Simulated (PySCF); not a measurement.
# Computed vibrations of [Dy(H2O)3]3+

[Dy(H2O)3]3+ (singlet in the valence; each metal's 4f electrons, 9 of them, lie in its core potential, out of spins and levels). PySCF 2.14.0, RKS PBE, Dy lcecp-1-SVP with ECP55, O def2-SVP, H def2-SVP; non-relativistic Hamiltonian with scalar-relativistic core potentials where named; density fitting; no spin-orbit coupling. Central differences of gradients.

```xyz
10

Dy    0.0000    0.0000    0.0000
O     2.2674    0.0000    0.0000
H     2.8929    0.0000    0.7791
H     2.8929    0.0000   -0.7791
O    -1.1337    1.9636    0.0000
H    -1.4464    2.5053    0.7791
H    -1.4464    2.5053   -0.7791
O    -1.1337   -1.9636    0.0000
H    -1.4465   -2.5053    0.7791
H    -1.4465   -2.5053   -0.7791
```

Run from Python with OMP_NUM_THREADS=2. Where DIIS fails, smearing, a level shift and second-order steps follow.
It took 45 s on 2 threads of Arm Neoverse V1 (shared host).

Task: What are the harmonic wavenumbers and infrared intensities?

Result: Modes are labelled in D3h; negative numbers are unstable modes, those under 60 cm⁻¹ near the noise; a finer grid moves soft modes by up to 10 cm⁻¹.
```json
{"cm⁻¹": "-220", "km/mol": "–", "symmetry": "a1''"}
{"cm⁻¹": "-204", "km/mol": "–", "symmetry": "e''"}
{"cm⁻¹": "-204", "km/mol": "–", "symmetry": "e''"}
{"cm⁻¹": "-57", "km/mol": "–", "symmetry": "a2''"}
{"cm⁻¹": "53", "km/mol": "6.4", "symmetry": "e'"}
{"cm⁻¹": "53", "km/mol": "6.4", "symmetry": "e'"}
{"cm⁻¹": "399", "km/mol": "0.0", "symmetry": "a1'"}
{"cm⁻¹": "404", "km/mol": "23.1", "symmetry": "e'"}
{"cm⁻¹": "404", "km/mol": "23.1", "symmetry": "e'"}
{"cm⁻¹": "609", "km/mol": "0.0", "symmetry": "e''"}
{"cm⁻¹": "609", "km/mol": "0.0", "symmetry": "e''"}
{"cm⁻¹": "613", "km/mol": "0.0", "symmetry": "a2'"}
{"cm⁻¹": "626", "km/mol": "264.0", "symmetry": "a2''"}
{"cm⁻¹": "642", "km/mol": "546.1", "symmetry": "e'"}
{"cm⁻¹": "642", "km/mol": "546.1", "symmetry": "e'"}
{"cm⁻¹": "1623", "km/mol": "196.1", "symmetry": "e'"}
{"cm⁻¹": "1623", "km/mol": "196.1", "symmetry": "e'"}
{"cm⁻¹": "1627", "km/mol": "0.0", "symmetry": "a1'"}
{"cm⁻¹": "3427", "km/mol": "868.7", "symmetry": "e'"}
{"cm⁻¹": "3427", "km/mol": "868.7", "symmetry": "e'"}
{"cm⁻¹": "3448", "km/mol": "0.0", "symmetry": "a1'"}
{"cm⁻¹": "3459", "km/mol": "0.0", "symmetry": "e''"}
{"cm⁻¹": "3459", "km/mol": "0.0", "symmetry": "e''"}
{"cm⁻¹": "3462", "km/mol": "1233.7", "symmetry": "a2''"}
```

Task: Is this a minimum?

Result: No: 4 unstable; the lowest moves the atoms so:
```
Dy   0.00  0.00  0.00
O    0.00  0.00  0.00
H    0.00 -0.41  0.00
H    0.00  0.41  0.00
O    0.00  0.00  0.00
H    0.35  0.20  0.00
H   -0.35 -0.20  0.00
O    0.00  0.00  0.00
H   -0.35  0.20  0.00
H    0.35 -0.20  0.00
```

An lcecp potential fixes the number of 4f electrons, so in runs with it no electron can move into or out of that shell.
